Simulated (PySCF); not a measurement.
ClCs. Atoms are numbered in the order given.

```xyz
2

Cs     0.0000     0.0000    -0.7017
Cl     0.0000     0.0000     2.2701
```
Charge 0, spin multiplicity 1.

Geometry optimised at B3LYP-D3(BJ)/def2-TZVPD. The def2 effective core potentials stand for the cores of Cs; spin–orbit coupling is left out.

The numbers are results of r2SCAN/def2-TZVPD in PySCF, not measurements.

Mulliken values depend strongly on the basis, most of all with diffuse functions as here. ESP charges are fitted to the potential on shells at 1.4 to 2.0 van der Waals radii. Atomic charges (e):

```json
[
 {"atom": "Cs1", "Mulliken": "0.89", "ESP fit": "0.72"},
 {"atom": "Cl2", "Mulliken": "-0.89", "ESP fit": "-0.72"}
]
```
